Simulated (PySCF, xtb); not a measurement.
W(NH)2(F)(Br) (BrFH₂N₂W), SMILES [W]([F])(=[NH])(=[NH])[Br], multiplicity 1.

Harmonic wavenumbers (cm⁻¹) from GFN2-xTB (xtb) at its own minimum, in rising order: 119, 146, 173, 197, 228, 244, 397, 527, 625, 651, 673, 870, 902, 3320, 3328.

What does PBE-D3(BJ)/def2-SVP (PySCF 2.14.0) give at its own minimum? (An estimate is asked for; the answer gives what the named calculation found.)

120, 158, 203, 239, 272, 303, 411, 585, 598, 669, 709, 964, 1000, 3537, 3540. Paired by order, the mean absolute difference is 64 cm⁻¹ and the zero-point energies are 17.7 and 19.0 kcal/mol.
